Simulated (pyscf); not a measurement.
## F–Mg–F, singlet

Gas-phase minimum from PySCF at ωB97X-D3(BJ)/def2-SVP, one conformer. 

```xyz
3

F      1.1302    -1.3262    -0.6155
Mg     0.3039     0.2246    -0.6144
F     -0.5219     1.7757    -0.6138
```

Bonded distances (Å): F1–Mg2 1.757, Mg2–F3 1.757. Angles (°): F1–Mg2–F3 180.0.

Properties at ωB97X-D3(BJ)/def2-SVP:

```
Item                                                                                                                                     Value
---------------------------------------------------------------------------------------------------------------------  -----------------------
Harmonic wavenumbers, unscaled                                                                                         165, 165, 579, 899 cm⁻¹
Zero-point energy                                                                                                                 2.6 kcal/mol
Rotational symmetry number                                                                                                                   2
Entropy of this conformer at 298 K and 1 atm, rigid rotor and harmonic oscillator, modes under 100 cm⁻¹ raised to 100          246.8 J/(mol K)
Dipole moment                                                                                                                           0.00 D
```

Single-point totals, which compare only within one level (frozen core for MP2 and CC):

| level | total energy (hartree) |
|---|---|
| ωB97X-D3(BJ)/def2-TZVP | -400.01456 |
| PBE/def2-TZVP | -399.67408 |
| r²SCAN/def2-TZVP | -399.87952 |
| B3LYP-D3(BJ)/def2-TZVP | -400.01217 |
| PBE0-D3(BJ)/def2-TZVP | -399.68862 |
| M06-2X/def2-TZVP | -399.89379 |
| ωB97M-D3(BJ)/def2-TZVP | -400.06054 |
| HF/def2-TZVPP | -398.70625 |
| MP2/def2-TZVPP | -399.41600 |
| CCSD/def2-TZVPP | -399.41684 |
| CCSD(T)/def2-TZVPP | -399.43268 |

The CCSD(T) − MP2 part came from Ansatz, without density fitting, on the same reference. The frozen core leaves the outer d or s,p core shells of the metals and heavy elements correlated in the MP2 and CC values, and def2-TZVPP describes them poorly, so these totals are far from the basis limit.
